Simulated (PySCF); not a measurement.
How methods differ on the ionisation energy of Mn

Mn [Ar] 3d5 4s2 (6S) → Mn⁺ [Ar] 3d5 4s1 (7S), as a difference of total energies. Computed with PySCF 2.14 in Sapporo-DKH3-DZP-2012 (6s5p3d1f, 43 functions), with the spin-free X2C one-electron Hamiltonian (Gaussian nucleus). Correlated levels: valence: [Ar] frozen. The calculations carry no spin-orbit coupling.

```tsv
method	ionisation energy (eV)	error (eV)
UHF	6.051	-1.383
B3LYP	7.645	+0.211
MN15	7.513	+0.079
MP2 (valence)	6.944	-0.490
SCS-MP2 (valence)	7.127	-0.307
```

Reference: 7.434 eV (measured; NIST Atomic Spectra Database, ionization energies).

Errors of the correlated levels include the incompleteness of this basis and the frozen core.

MP2 underrates the near-degeneracy of ns² with np² in the lower species.
